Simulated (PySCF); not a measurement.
This PySCF input asks for the NMR shieldings of `[SiH3]SC(S[BH3-])=C`, [C2H8BS2Si]-; the geometry comes from GFN2-xTB.

```python
import basis_set_exchange as bse
import numpy as np
from pyscf import gto, dft
from pyscf.prop import nmr

atoms = """
B    -1.695190    0.596789    1.250171
S    -0.420299   -0.877625    0.918685
C     0.048597   -0.560593   -0.747767
C    -0.762618   -0.674619   -1.791947
S     1.737239   -0.087262   -0.909069
Si    2.030411    0.050926    1.233108
H    -1.151521    1.603953    0.890793
H    -2.676443    0.339274    0.615254
H    -1.872849    0.553841    2.434258
H    -0.425415   -0.450899   -2.790719
H    -1.790530   -0.963901   -1.658465
H     3.428246    0.565156    1.149840
H     2.228412   -1.262087    1.833105
H     1.321280    1.166574    1.830613
"""
names = dict.fromkeys(["B", "S", "C", "Si", "H"], "pcSseg-1")
basis = {el: gto.basis.parse(bse.get_basis(n, elements=[el], fmt="nwchem")) for el, n in names.items()}
mol = gto.M(atom=atoms, basis=basis, charge=-1, verbose=0)
mf = dft.RKS(mol, xc="PBE0")
mf.grids.level = 2
mf.grids.alignment = dft.numint.BLKSIZE   # the property module wants whole blocks of grid points
mf.conv_tol = 1e-9
mf.kernel()

calc = nmr.RKS(mf)   # GIAO
C = mf.mo_coeff
Co = C[:, mf.mo_occ > 0]
resp = mf.gen_response(singlet=True, hermi=2)
def vind(x):   # induced exchange potential for any number of trial vectors
    d = np.einsum("pi,xij,qj->xpq", C, 2 * x.reshape(-1, C.shape[1], Co.shape[1]), Co, optimize=True)
    return np.einsum("xpq,pi,qj->xij", resp(d - d.transpose(0, 2, 1)), C, Co, optimize=True).ravel()
mo1, _ = nmr.rhf.solve_mo1(calc, with_cphf=vind)
sigma = calc.kernel(mo1)
for i, s in enumerate(sigma):   # ppm
    print("%2d %-2s %9.2f" % (i, mol.atom_pure_symbol(i), np.trace(s) / 3))
```

Task: What does it print?

Result: 
```
 0 B     125.75
 1 S     415.85
 2 C      25.05
 3 C      73.83
 4 S     464.39
 5 Si    477.49
 6 H      29.89
 7 H      29.77
 8 H      30.20
 9 H      26.52
10 H      26.29
11 H      27.68
12 H      26.48
13 H      26.84
```

These numbers come from an equivalent density-fitted implementation of the same equations, which agrees with the script to about 0.01 ppm for H and up to a few tenths of a ppm for heavy atoms, so last digits may differ.

Size and cost of the density-fitted run: 163 basis functions, 80 s wall time on 1 thread of an Intel Xeon, shared host; peak memory 0.75 GiB.
